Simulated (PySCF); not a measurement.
C3H10SSi2.
Atom-mapped SMILES: `[CH3:1][S:2][SiH2:3]/[CH:4]=[CH:5]\[SiH3:6]` (hydrogens: H7, H8, H9 on C1; H10, H11 on Si3; H12 on C4; H13 on C5; H14, H15, H16 on Si6)

The same species was optimised twice, with GFN2-xTB and with PBE0-D3(BJ)/def2-SVP (PySCF), and the same property calculations (PySCF, gas phase) were run on both structures.

| coordinate | GFN2-xTB | PBE0-D3(BJ)/def2-SVP | change |
| --- | --- | --- | --- |
| C4=C5 (Å) | 1.333 | 1.347 | +0.014 |
| S2–Si3 (Å) | 2.155 | 2.142 | -0.013 |
| Si3–C4 (Å) | 1.879 | 1.871 | -0.008 |
| C1–S2 (Å) | 1.820 | 1.822 | +0.002 |
| C5–Si6 (Å) | 1.885 | 1.887 | +0.002 |
| S2–Si3–C4 (°) | 107.1 | 109.8 | +2.7 |
| Si3–C4–C5 (°) | 127.9 | 126.0 | -1.9 |
| C1–S2–Si3 (°) | 100.0 | 99.6 | -0.4 |
| C4–C5–Si6 (°) | 127.5 | 127.7 | +0.2 |
| C1–S2–Si3–C4 (°) | -60 | -61 | -1 |
| S2–Si3–C4–C5 (°) | 105 | 107 | +2 |

Rotational constants: A = 2945, B = 969.6, C = 850.2 MHz (GFN2-xTB) against A = 2965, B = 955.5, C = 841.9 MHz (PBE0-D3(BJ)/def2-SVP). Point groups within 0.08 Å: C1 and C1.

On the GFN2-xTB structure: HOMO (eV) -6.76 [PBE0/pcSseg-1]; LUMO (eV) -1.31 [PBE0/pcSseg-1]; dipole (D) 1.81 [PBE0/pcSseg-1]; GIAO shielding of C1 (ppm) 173.0 [PBE0/pcSseg-1]; GIAO shielding of S2 (ppm) 703.7 [PBE0/pcSseg-1]; GIAO shielding of Si3 (ppm) 387.9 [PBE0/pcSseg-1]; GIAO shielding of C4 (ppm) 31.3 [PBE0/pcSseg-1]; GIAO shielding of C5 (ppm) 36.3 [PBE0/pcSseg-1]; GIAO shielding of Si6 (ppm) 434.0 [PBE0/pcSseg-1].

Question: What do these properties become on the PBE0-D3(BJ)/def2-SVP structure?

Answer: 
| property | level | on GFN2-xTB | on PBE0-D3(BJ)/def2-SVP | change |
| --- | --- | --- | --- | --- |
| HOMO (eV) | PBE0/pcSseg-1 | -6.76 | -6.93 | -0.17 |
| LUMO (eV) | PBE0/pcSseg-1 | -1.31 | -1.41 | -0.10 |
| dipole (D) | PBE0/pcSseg-1 | 1.81 | 1.61 | -0.20 |
| energy, GFN2-xTB geometry as zero (kcal/mol) | PBE0/pcSseg-1 | 0.0 | -1.8 | -1.8 |
| GIAO shielding of C1 (ppm) | PBE0/pcSseg-1 | 173.0 | 170.6 | -2.4 |
| GIAO shielding of S2 (ppm) | PBE0/pcSseg-1 | 703.7 | 699.2 | -4.5 |
| GIAO shielding of Si3 (ppm) | PBE0/pcSseg-1 | 387.9 | 385.6 | -2.3 |
| GIAO shielding of C4 (ppm) | PBE0/pcSseg-1 | 31.3 | 27.6 | -3.7 |
| GIAO shielding of C5 (ppm) | PBE0/pcSseg-1 | 36.3 | 32.3 | -4.0 |
| GIAO shielding of Si6 (ppm) | PBE0/pcSseg-1 | 434.0 | 431.9 | -2.1 |

The heavy atoms differ by 0.037 Å rms after alignment. Among bonds between heavy atoms S2–Si3 and C4=C5 change most and about equally (-0.013 to +0.014 Å). Changes are differences of the printed values. Neither structure is proved a minimum here.

Conformer computed: `[CH3:1][S:2][SiH2:3]/[CH:4]=[CH:5]\[SiH3:6]`: C1–S2–Si3–C4 -61°, S2–Si3–C4–C5 107°.
